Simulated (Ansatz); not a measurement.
Calculated with Ansatz (gas phase, PBE0-D4/def2-TZVP geometries, no zero-point term in ΔE). CCSD(T)/CBS is the MP2 limit (def2-TZVPP, def2-QZVPP) plus CCSD(T) − MP2 in def2-TZVPP, frozen cores. DFT in def2-TZVPP. B3LYP here is the variant with VWN-RPA as its local correlation; programs differ in this. HSE06 is defined as in plane-wave codes. For Br, Sc outer-core shells are correlated without core-valence functions, which leaves a few kJ/mol of doubt a bond. Scalar relativity is left out up to krypton. Each species was taken in one conformer, which may not be the lowest.

Consider the formal exchange of groups at the Sc–F bond: `[OH][Sc]([F])[F]` + `ClC(Cl)(Br)Br` → `[OH][Sc]([F])[Cl]` + `FC(Cl)(Br)Br`.

`[OH][Sc]([F])[F]`:

```xyz
5

O     1.113    0.649   -0.155
Sc   -0.475   -0.277    0.067
F    -1.235   -1.197   -1.344
F    -1.333   -0.300    1.702
H     1.930    1.125   -0.270
```

`ClC(Cl)(Br)Br`:

Cartesian coordinates in Å:
```
Cl 0.747 -0.051 1.618
C 0.024 0.035 0.021
Cl 0.320 1.614 -0.685
Br -1.889 -0.262 0.161
Br 0.798 -1.336 -1.114
```

`[OH][Sc]([F])[Cl]`:

Cartesian coordinates in Å:
```
O 1.273 0.309 -0.230
Sc -0.479 -0.086 0.161
F -1.135 0.375 1.811
Cl -1.847 -1.140 -1.374
H 2.187 0.542 -0.369
```

`FC(Cl)(Br)Br`:

```xyz
5

F     0.181    0.104   -1.406
C    -0.022   -0.003   -0.095
Cl   -1.676   -0.515    0.181
Br    0.297    1.728    0.712
Br    1.220   -1.313    0.607
```

```json
{"level": "LDA (SPW92)", "ΔE (kcal/mol)": "-2.6", "difference from CCSD(T)/CBS": "-2.1"}
{"level": "PBE-D4", "ΔE (kcal/mol)": "-1.2", "difference from CCSD(T)/CBS": "-0.7"}
{"level": "revPBE-D4", "ΔE (kcal/mol)": "-0.1", "difference from CCSD(T)/CBS": "0.4"}
{"level": "BLYP-D4", "ΔE (kcal/mol)": "-0.4", "difference from CCSD(T)/CBS": "0.1"}
{"level": "r2SCAN-D4", "ΔE (kcal/mol)": "-4.2", "difference from CCSD(T)/CBS": "-3.7"}
{"level": "B97M-V", "ΔE (kcal/mol)": "-5.0", "difference from CCSD(T)/CBS": "-4.5"}
{"level": "PBE0-D4", "ΔE (kcal/mol)": "-3.0", "difference from CCSD(T)/CBS": "-2.5"}
{"level": "B3LYP-D4", "ΔE (kcal/mol)": "-2.1", "difference from CCSD(T)/CBS": "-1.6"}
{"level": "r2SCANh-D4", "ΔE (kcal/mol)": "-4.5", "difference from CCSD(T)/CBS": "-4.0"}
{"level": "r2SCAN0-D4", "ΔE (kcal/mol)": "-4.8", "difference from CCSD(T)/CBS": "-4.3"}
{"level": "HSE06-D4", "ΔE (kcal/mol)": "-3.1", "difference from CCSD(T)/CBS": "-2.6"}
{"level": "BHLYP-D4", "ΔE (kcal/mol)": "-4.1", "difference from CCSD(T)/CBS": "-3.6"}
{"level": "CAM-B3LYP-D4", "ΔE (kcal/mol)": "-2.9", "difference from CCSD(T)/CBS": "-2.4"}
{"level": "ωB97X-V", "ΔE (kcal/mol)": "-2.7", "difference from CCSD(T)/CBS": "-2.2"}
{"level": "ωB97M-V", "ΔE (kcal/mol)": "-2.7", "difference from CCSD(T)/CBS": "-2.2"}
{"level": "B2PLYP", "ΔE (kcal/mol)": "-1.9", "difference from CCSD(T)/CBS": "-1.4"}
{"level": "PBE-QIDH", "ΔE (kcal/mol)": "-2.4", "difference from CCSD(T)/CBS": "-1.9"}
{"level": "PBE", "ΔE (kcal/mol)": "-2.1", "difference from CCSD(T)/CBS": "-1.6"}
{"level": "revPBE", "ΔE (kcal/mol)": "-2.3", "difference from CCSD(T)/CBS": "-1.8"}
{"level": "r2SCAN", "ΔE (kcal/mol)": "-4.3", "difference from CCSD(T)/CBS": "-3.8"}
{"level": "B3LYP", "ΔE (kcal/mol)": "-3.6", "difference from CCSD(T)/CBS": "-3.1"}
{"level": "r2SCANh", "ΔE (kcal/mol)": "-4.6", "difference from CCSD(T)/CBS": "-4.1"}
{"level": "r2SCAN0", "ΔE (kcal/mol)": "-5.0", "difference from CCSD(T)/CBS": "-4.5"}
{"level": "BHLYP", "ΔE (kcal/mol)": "-5.4", "difference from CCSD(T)/CBS": "-4.9"}
{"level": "CAM-B3LYP", "ΔE (kcal/mol)": "-3.7", "difference from CCSD(T)/CBS": "-3.2"}
{"level": "LC-ωPBE", "ΔE (kcal/mol)": "-2.0", "difference from CCSD(T)/CBS": "-1.5"}
{"level": "RPA@PBE/def2-TZVPP", "ΔE (kcal/mol)": "-1.6", "difference from CCSD(T)/CBS": "-1.1"}
{"level": "HF/def2-SVP", "ΔE (kcal/mol)": "-11.0", "difference from CCSD(T)/CBS": "-10.5"}
{"level": "MP2/def2-SVP", "ΔE (kcal/mol)": "-1.1", "difference from CCSD(T)/CBS": "-0.6"}
{"level": "HF/def2-TZVPP", "ΔE (kcal/mol)": "-9.3", "difference from CCSD(T)/CBS": "-8.8"}
{"level": "MP2/def2-TZVPP", "ΔE (kcal/mol)": "1.3", "difference from CCSD(T)/CBS": "1.8"}
{"level": "SCS-MP2/def2-TZVPP", "ΔE (kcal/mol)": "0.4", "difference from CCSD(T)/CBS": "0.9"}
{"level": "CCSD/def2-TZVPP", "ΔE (kcal/mol)": "-2.7", "difference from CCSD(T)/CBS": "-2.2"}
{"level": "CCSD(T)/def2-TZVPP", "ΔE (kcal/mol)": "-1.9", "difference from CCSD(T)/CBS": "-1.4"}
{"level": "HF/def2-QZVPP", "ΔE (kcal/mol)": "-9.0", "difference from CCSD(T)/CBS": "-8.5"}
{"level": "MP2/def2-QZVPP", "ΔE (kcal/mol)": "2.2", "difference from CCSD(T)/CBS": "2.7"}
{"level": "SCS-MP2/def2-QZVPP", "ΔE (kcal/mol)": "1.2", "difference from CCSD(T)/CBS": "1.7"}
{"level": "HF/CBS(def2)", "ΔE (kcal/mol)": "-9.0", "difference from CCSD(T)/CBS": "-8.5"}
{"level": "MP2/CBS(def2)", "ΔE (kcal/mol)": "2.7", "difference from CCSD(T)/CBS": "3.2"}
{"level": "CCSD/CBS(def2)", "ΔE (kcal/mol)": "-1.3", "difference from CCSD(T)/CBS": "-0.8"}
{"level": "CCSD(T)/CBS", "ΔE (kcal/mol)": "-0.5", "difference from CCSD(T)/CBS": "0"}
```

Largest T1 diagnostic among the species: 0.017.

At CCSD(T), def2-SVP lies −2.9 kcal/mol from the extrapolated value and def2-TZVPP −1.4 kcal/mol. The D4 term adds +1.5 kcal/mol with B3LYP and +0.7 kcal/mol with PBE0; it sums over pairs of atoms, weighted by their polarisabilities, and B3LYP, whose exchange is more repulsive, gets the larger term. In def2-TZVPP, CCSD(T) changes the Hartree–Fock value by +7.4 kcal/mol (the triples alone add +0.8 kcal/mol) and MP2 by +10.6 kcal/mol.
